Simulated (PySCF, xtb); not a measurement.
C₂H₈N, SMILES CC[NH3+], charge +1.

Harmonic wavenumbers (cm⁻¹) from GFN2-xTB in xtb at its own minimum, in rising order: 203, 250, 374, 812, 895, 899, 909, 1047, 1145, 1184, 1237, 1302, 1373, 1418, 1425, 1438, 1454, 1471, 1479, 3023, 3025, 3057, 3060, 3082, 3227, 3237, 3253.

**Question.** What does B3LYP-D3(BJ)/def2-SVP (PySCF) give at its own minimum? (The exact figures need the calculation; the answer reports its results.)

**Answer.** 230, 271, 377, 795, 830, 932, 938, 1017, 1183, 1218, 1344, 1390, 1418, 1466, 1468, 1485, 1490, 1621, 1628, 3042, 3093, 3126, 3145, 3160, 3382, 3464, 3472. Paired by order, the mean absolute difference is 72 cm⁻¹ and the zero-point energies are 64.7 and 67.2 kcal/mol.
